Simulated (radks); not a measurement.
Excited configurations of the arsenic ion As+: one electron is placed in a higher orbital outside [Ar] 3d10 4s2 4p1. The ground configuration is [Ar] 3d10 4s2 4p2. Method: scalar-relativistic Kohn-Sham, PBE, spin-polarised, spherical densities, point nucleus; open shells are filled with parallel spins first; computed with a radial shooting solver on a logarithmic mesh with Libxc functionals. Excitation = E - E(ground); binding = E(ion) - E, where the ion is the core of charge +2; n* = 2/sqrt(2 binding) in atomic units, and the quantum defect is n - n*.

outer orbital  excitation (eV)  binding (eV)     n*  quantum defect  eigenvalue (eV)  <r> (bohr)
4d                      10.936         7.636  2.670           1.330           -5.104       4.043
5p                      11.674         6.898  2.809           2.191           -5.381       5.811
5d                      14.296         4.276  3.568           1.432           -3.283       8.661
6s                      13.780         4.792  3.370           2.630           -3.836       9.020
6f                      16.777         1.795  5.506           0.494           -1.418       21.33
7s                      15.608         2.964  4.285           2.715           -2.417       14.60
7d                      16.686         1.886  5.372           1.628           -1.527       21.72

The Delta-SCF ionisation energy is 18.572 eV (NIST Atomic Spectra Database: 18.589 eV, measured). Self-interaction in the functional shifts the binding energies and quantum defects, so they are the method's values and not measured ones. Open shells are spherical and high-spin; term and fine-structure splittings are not resolved.
